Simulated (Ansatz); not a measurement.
`C[N](C)[Hf]([F])([Cl])[I]`. Total charge 0; spin multiplicity 1. Correlated methods include outer-core shells of Hf, I, which these sets cover unevenly. Hf, I: def2 effective core potential.

```json
{"atom": "C1", "x (Å)": "0.3284", "y (Å)": "-1.0901", "z (Å)": "0.8826"}
{"atom": "N2", "x (Å)": "0.1400", "y (Å)": "0.1273", "z (Å)": "0.1206"}
{"atom": "C3", "x (Å)": "0.7211", "y (Å)": "1.2954", "z (Å)": "0.7382"}
{"atom": "Hf4", "x (Å)": "-0.8786", "y (Å)": "-0.0484", "z (Å)": "-1.5737"}
{"atom": "F5", "x (Å)": "-0.8297", "y (Å)": "1.6606", "z (Å)": "-2.3877"}
{"atom": "Cl6", "x (Å)": "0.1710", "y (Å)": "-1.7077", "z (Å)": "-2.8721"}
{"atom": "I7", "x (Å)": "-3.4165", "y (Å)": "-0.7900", "z (Å)": "-0.8882"}
{"atom": "H8", "x (Å)": "1.3936", "y (Å)": "-1.3191", "z (Å)": "1.0097"}
{"atom": "H9", "x (Å)": "-0.1357", "y (Å)": "-1.0127", "z (Å)": "1.8735"}
{"atom": "H10", "x (Å)": "-0.1302", "y (Å)": "-1.9487", "z (Å)": "0.3769"}
{"atom": "H11", "x (Å)": "0.2778", "y (Å)": "1.4801", "z (Å)": "1.7249"}
{"atom": "H12", "x (Å)": "1.8031", "y (Å)": "1.1724", "z (Å)": "0.8740"}
{"atom": "H13", "x (Å)": "0.5559", "y (Å)": "2.1809", "z (Å)": "0.1213"}
```

Problem. Give the diagnostics of a CCSD(T)/def2-TZVPP run (frozen core, Ansatz). (Estimate.)

Solution. Ansatz gave: T1 = 0.0137, largest single amplitude 0.030, largest double 0.018, (T) share of the correlation energy 3.6 %, 12 CCSD cycles. The RHF solution is stable towards an unrestricted one. T1 lies under the customary mark of 0.02 for closed shells.
